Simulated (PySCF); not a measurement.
Species: C₄H₁₅NOSi₃.
Geometry (PBE0-D3(BJ)/def2-SVP, Å), atoms numbered from 1 in this order:
```
atom  x, y, z in Å
C1    -2.856   -0.967    0.207
N2    -2.256    0.339    0.218
C3    -3.118    1.456    0.520
C4    -0.934    0.552   -0.012
O5    -0.430    1.670    0.023
Si6    0.288   -0.894   -0.420
C7     1.898   -0.039   -0.819
Si8    2.410    1.156    0.569
Si9    3.286   -1.232   -1.256
H10   -3.647   -1.037   -0.560
H11   -2.106   -1.739   -0.013
H12   -3.308   -1.204    1.185
H13   -3.579    1.338    1.515
H14   -2.509    2.368    0.507
H15   -3.924    1.542   -0.228
H16    0.423   -1.803    0.763
H17   -0.213   -1.715   -1.568
H18    1.692    0.576   -1.714
H19    3.856    0.893    0.882
H20    1.654    0.882    1.827
H21    2.294    2.583    0.164
H22    2.867   -2.162   -2.353
H23    3.651   -2.057   -0.063
H24    4.497   -0.484   -1.711
```

All values: PBE0/pcSseg-1 (PySCF, non-relativistic), on one gas-phase PBE0-D3(BJ)/def2-SVP geometry that isn't relaxed in the solvent. The solvent is an IEF-PCM continuum (Bondi radii, 1.10 Å for H, scaled by 1.2). Specific hydrogen bonds and non-electrostatic terms are outside this model.

```tsv
run	E − E(gas) (kcal/mol)	HOMO (eV)	HOMO–LUMO gap (eV)	dipole (D)
gas	0.00	-7.18	6.96	4.12
P	-2.00	-7.16	7.00	4.61
Q	-5.21	-7.11	6.96	5.43
```

Problem. The runs were made in acetonitrile and cyclohexane. Which run belongs to which solvent?

Solution. P = cyclohexane, Q = acetonitrile. The dielectric constants are 2.017 (cyclohexane), 35.69 (acetonitrile), and the energy falls further as ε rises. In this model the ground state sees the solvent through ε alone.

Problem. How constant is the ratio of the lowering to (ε − 1)/(2ε + 1)?

Solution. 
| solvent | (ε − 1)/(2ε + 1) | E − E(gas) (kcal/mol) | ratio (kcal/mol) | polarisation term (kcal/mol) |
| --- | --- | --- | --- | --- |
| cyclohexane | 0.202 | -2.00 | -9.9 | -2.16 |
| acetonitrile | 0.479 | -5.21 | -10.9 | -6.39 |

The ratio changes by +9.6 % in size from cyclohexane to acetonitrile. The polarisation term is half the interaction of the solute with the induced surface charges.

Hardware: one thread, Arm Neoverse V1 (aarch64), shared host with 32 logical CPUs at a one-minute load of 13. Cost: 64 s, 1.4 GiB resident at most. This is the whole shielding run at PBE0/pcSseg-1 in acetonitrile, SCF included.
